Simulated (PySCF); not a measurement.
Cl2Te. Atoms are numbered in the order given.

```xyz
3

Te     0.0000     0.0000     0.6001
Cl     0.0000     1.7918    -0.9179
Cl     0.0000    -1.7918    -0.9179
```
Charge 0, spin multiplicity 1.

Coordinates come from a B3LYP-D3(BJ)/def2-TZVP optimisation. The isomer is the one that the SMILES or the coordinates give; other isomers of the formula were not compared. The def2 effective core potentials stand for the cores of Te; spin–orbit coupling is left out.

All values below come from PySCF with TDA-M06-2X/def2-SVPD.

Vertical excitations. Gas-phase values at a fixed geometry. State labels are in the subgroup C2v.

Computed UV-visible absorptions:
```
state  symmetry  energy (eV)  λ (nm)      f                                              main pairs
-----  --------  -----------  ------  -----  ------------------------------------------------------
S1           A2         2.45     506  0.000                                        HOMO→LUMO+1 98 %
S2           B1         2.57     483  0.000                                          HOMO→LUMO 98 %
S3           B2         5.29     234  0.000                    HOMO−1→LUMO 65 %, HOMO−2→LUMO+1 31 %
S4           A1         5.42     229  0.015                    HOMO−1→LUMO+1 52 %, HOMO−2→LUMO 38 %
S5           A2         5.55     223  0.000                                        HOMO−3→LUMO 87 %
S6           B1         5.78     215  0.000                    HOMO−3→LUMO+1 70 %, HOMO−4→LUMO 22 %
S7           A1         5.98     207  0.020                    HOMO−2→LUMO 56 %, HOMO−1→LUMO+1 42 %
S8           B1         6.13     202  0.077                                        HOMO→LUMO+2 88 %
S9           B1         6.61     187  0.000                    HOMO−4→LUMO 71 %, HOMO−3→LUMO+1 23 %
S10          B2         6.68     186  0.172  HOMO−2→LUMO+1 56 %, HOMO−1→LUMO 24 %, HOMO−6→LUMO 12 %
T1           B1         1.79     691      0                                          HOMO→LUMO 97 %
T2           A2         1.80     690      0                                        HOMO→LUMO+1 96 %
T3           B2         4.76     261      0                    HOMO−2→LUMO+1 55 %, HOMO−1→LUMO 39 %
T4           A1         4.82     257      0                    HOMO−2→LUMO 73 %, HOMO−1→LUMO+1 20 %
```
Triplets are in the Tamm–Dancoff approximation.
